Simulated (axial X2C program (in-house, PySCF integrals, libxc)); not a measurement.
**Testing model relations on GeCl**

A bond curve at the CCSD(T) level, 2c, was computed with an axial X2C code built on PySCF integrals (basis Ge dyall-cv3z [9s9p7d4f1g], Cl dyall-av3z [9s8p3d2f] (cores contracted in-house)) for the state Ω = 1/2 (⟨Sz⟩ = -0.50, ⟨Lz⟩ = 1.00 at HF). Its fit gives Re = 2.1944 Å, ωe = 394.3 cm⁻¹, ωexe = 1.24 cm⁻¹ and αe = 7.032e-04 cm⁻¹; the masses are 73.9212 and 34.9689 u. Two-component means X2C with spin–orbit coupling and atomic mean-field Coulomb and Gaunt terms.

Correlated methods: 11 electrons correlated (number of frozen shells: Ge 3 s, 2 p, 1 d; Cl 2 s, 1 p), 233 virtual spin orbitals or spinors in MP2, 90 natural virtuals in coupled cluster.

**Question.** Find the reduced mass, Be and the force constant.

**Answer.** From the CCSD(T) values: μ = 23.7390 u. Be = 16.8576/(μ Re²) = 0.1475 cm⁻¹. k = 5.8918×10⁻⁷ μ ωe² = 2.17 mdyn/Å.

**Question.** Where do the fundamental and the first overtone lie?

**Answer.** ν(1←0) = ωe − 2ωexe = 391.8 cm⁻¹; ν(2←0) = 2ωe − 6ωexe = 781.2 cm⁻¹.

**Question.** Estimate the centrifugal constant by the Kratzer relation.

**Answer.** D = 4Be³/ωe² = 8.25e-08 cm⁻¹.

**Question.** A Morse curve ties αe to the other constants (Pekeris). How well does that hold?

**Answer.** αe(Morse) = 6Be²/ωe × (√(ωexe/Be) − 1) = 6.287e-04 cm⁻¹; the CCSD(T) curve gives 7.032e-04 cm⁻¹, a ratio of 0.89.

The state is a single determinant with fixed occupations, the lowest that a limited PBE0 search found. Coupled cluster ran in a truncated set of natural virtual spinors; the MP2 energy of the rest was added. (T) has no such correction and the atoms are truncated less, which lowers De at CCSD(T) by a hundredth of an eV or more. With the outer-core shells frozen, correlated bond lengths of heavy atoms tend to come out a few hundredths of an ångström too long.
